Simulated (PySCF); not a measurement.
**[Gd(CH3)2]+ at several levels of theory**

Computed with PySCF 2.14.0 (density fitting, no spin-orbit coupling) at the geometry relaxed with PBE0:

```xyz
9
[Gd(CH3)2]+ (singlet in the valence; each metal's 4f electrons, 7 of them, lie in its core potential, out of spins and levels)
Gd    0.0000    0.0000   -0.2418
C     1.7353   -0.0188    1.2377
H     2.7180    0.2147    0.7858
H     1.5527    0.7157    2.0458
H     1.8268   -1.0051    1.7338
C    -1.7353    0.0188    1.2377
H    -2.7180   -0.2147    0.7858
H    -1.5527   -0.7157    2.0458
H    -1.8268    1.0051    1.7338
```

```json
{"level": "PBE0", "basis": "Gd lcecp-1-SVP with ECP53, C def2-SVP, H def2-SVP", "state": "singlet", "HOMO (eV)": "-11.67", "gap (eV)": "4.66", "charge on Gd1 (e)": "1.28", "population of f-type functions on Gd1 (polarisation alone where 4f lies in the core)": "0.03", "dipole about the centre of mass (D)": "3.62", "largest force component (eV/Å)": "0.01"}
{"level": "BLYP", "basis": "the same", "state": "singlet", "HOMO (eV)": "-10.36", "gap (eV)": "2.47", "charge on Gd1 (e)": "1.12", "population of f-type functions on Gd1 (polarisation alone where 4f lies in the core)": "0.03", "dipole about the centre of mass (D)": "2.94", "largest force component (eV/Å)": "0.56"}
{"level": "M06-L", "basis": "the same", "state": "singlet", "HOMO (eV)": "-10.57", "gap (eV)": "3.65", "charge on Gd1 (e)": "1.39", "population of f-type functions on Gd1 (polarisation alone where 4f lies in the core)": "0.03", "dipole about the centre of mass (D)": "3.78", "largest force component (eV/Å)": "0.08"}
```

In the lcecp rows the 4f levels are missing from HOMO and gap, and the state counts the valence alone.

Charges are Mulliken's, which hang on the basis. The relaxation used the grid (50, 194), these runs (75, 302) or, all-electron (x2c bases, spin-free X2C Hamiltonian), (99, 590).

What does PBE0 with Gd lcecp-1-TZVP with ECP53, C def2-TZVP, H def2-TZVP give here?

state singlet, HOMO (eV) -11.62, gap (eV) 4.63, charge on Gd1 (e) 1.56, population of f-type functions on Gd1 (polarisation alone where 4f lies in the core) 0.03, dipole about the centre of mass (D) 3.75, largest force component (eV/Å) 0.26. Time: 8.4 s on 2 threads of Intel(R) Xeon(R) 6975P-C (Granite Rapids), on a shared host, from free ions and atoms.

In the first row's basis the gap widens with exact exchange: 2.5 to 3.6 eV for BLYP, M06-L (none); 4.7 eV for PBE0 (a fixed share).

An lcecp potential fixes the number of 4f electrons, so in runs with it no electron can move into or out of that shell.
